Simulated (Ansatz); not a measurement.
Cost and result for the atomization energy of `F[B]1C=[CH][GeH2]1` (9 atoms, 9 bonds).

Cartesian coordinates in Å:
```
F 2.485 -0.298 -0.705
B 1.223 -0.132 -0.379
C 0.059 0.520 -1.160
C -0.986 0.390 -0.309
Ge -0.087 -0.530 1.195
H 0.005 0.988 -2.142
H -1.998 0.738 -0.510
H -0.628 -1.941 1.496
H -0.074 0.265 2.515
```

Total charge 0; spin multiplicity 1. Correlated methods include outer-core shells of Ge, which these sets cover unevenly. Scalar relativity is left out up to krypton. All single points use the PBE0-D4/def2-TZVP geometry. Program: Ansatz. All runs use 4 threads of a server CPU on a shared host. Times are those of one run each, without the atoms' runs, and a repeat can differ threefold. Electronic energies, without spin–orbit coupling; frozen cores. CCSD(T)/CBS adds CCSD(T) − MP2 in def2-TZVPP to the MP2 limit, and its time is that of the two runs behind it. T1 = 0.013. With those shells the extrapolation isn't a true limit. B3LYP takes the VWN-RPA correlation (the form of Gaussian; ORCA's B3LYP/G). HSE06 is the plane-wave form, built on full-range PBE exchange.

CCSD(T)/CBS is a level of theory with its own doubt, some kJ/mol a heavy atom from the limit and from the frozen cores, so smaller differences don't rank the functionals.

```tsv
level	functions	wall time	atomization (kJ/mol)	difference from CCSD(T)/CBS	per bond
revPBE-D4/def2-TZVPP	228	2 s	3511.3	-2.1	-0.2
BLYP-D4/def2-TZVPP	228	2 s	3503.1	-10.3	-1.1
HSE06-D4/def2-TZVPP	228	3.2 s	3546.8	33.4	3.7
BHLYP-D4/def2-TZVPP	228	3.2 s	3405.1	-108.3	-12.0
B3LYP-D4/def2-TZVPP (with forces)	228	4.6 s	3505.5	-7.9	-0.9
r2SCAN-D4/def2-TZVPP (with forces)	228	5 s	3545.2	31.8	3.5
CCSD(T)/def2-SVP	108	7.5 s	3354.6	-158.8	-17.6
ωB97X-V/def2-TZVPP	228	8 s	3526.2	12.8	1.4
B97M-V/def2-TZVPP	228	10 s	3552.0	38.6	4.3
ωB97M-V/def2-TZVPP (with forces)	228	12 s	3518.8	5.4	0.6
MP2/def2-QZVPP	437	22 s	3565.7	52.3	5.8
CCSD(T)/def2-TZVPP	228	2.5 min	3439.0	-74.4	-8.3
CCSD(T)/CBS(def2)	–	2.9 min	3513.4	0.0	0.0
```

The D4 term adds +30.7 kJ/mol with B3LYP and +15.9 kJ/mol with PBE0; it sums over pairs of atoms, weighted by their polarisabilities, and B3LYP, whose exchange is more repulsive, gets the larger term. From r2SCAN to r2SCAN0 (25 % exact exchange), in def2-TZVPP and without D4, the atomization energy moves by −61.1 kJ/mol: exact exchange takes away binding that semilocal exchange gives to molecules. At CCSD(T), def2-SVP lies −158.8 kJ/mol from the extrapolated value and def2-TZVPP −74.4 kJ/mol: correlation converges slowly with the basis, and small sets miss more of it in the bonded molecule than in its fragments.
